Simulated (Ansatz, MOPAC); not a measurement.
System: C2H6BBr2N (charge 0, singlet). SMILES: CN(C)B(Br)Br
Coordinates optimised at B3LYP-D3(BJ)/def2-TZVP (Ansatz, a program for electronic structure):
```
N
B 1 1.3855
C 1 1.4596 2 124.20
H 3 1.0840 1 110.86 2 0.00
H 3 1.0934 4 108.99 1 121.10
H 3 1.0934 4 108.99 5 117.81
C 1 1.4596 2 124.20 3 -180.00
H 7 1.0840 1 110.86 2 0.00
H 7 1.0934 8 108.99 1 -121.10
H 7 1.0934 8 108.99 9 -117.81
Br 2 1.9465 1 122.16 3 180.00
Br 2 1.9465 1 122.16 3 0.00
```

Wanted: vertical ionisation energy to the doublet, in eV. Terms: open shells spin-unrestricted; spin-orbit terms left out; LANL2DZ with its own core potentials from Na on; 6-31G* and kin with 6d, 5d where marked; non-relativistic; each state is the SCF solution reached for its charge and spin; no dispersion term unless named. First-principles rows: single points at B3LYP-D3(BJ) geometries (Ansatz). Semi-empirical rows: differences of heats of formation at the shared geometry for vertical values.

| level | program | vertical ionisation energy to the doublet (eV) |
|---|---|---|
| PM3 | MOPAC | 9.78 |
| PM6 | MOPAC | 9.24 |
| MNDO | MOPAC | 10.27 |
| HF/6-31G* | Ansatz | 8.67 |
| HF/6-31G* with LANL2DZ past Ar | Ansatz | 8.80 |
| B3LYP/3-21G | Ansatz | 9.07 |
| B3LYP/6-31G* | Ansatz | 9.24 |
| B3LYP/6-31G* with LANL2DZ past Ar | Ansatz | 9.29 |
| B3LYP/def2-TZVPD | Ansatz | 9.30 |
| wB97X-V/def2-TZVPD | Ansatz | 9.60 |

No value to compare with is used here. The 8 habitual levels span 8.67 (HF/6-31G*) to 10.27 eV (MNDO); wB97X-V/def2-TZVPD gives 9.60.

The levels are drawn from those run, B3LYP/6-31G* more often than the rest, none by its result; left out are runs that failed, that the program found above a lower state of the same kind, or whose <S^2> lies over 0.5 above the pure value.
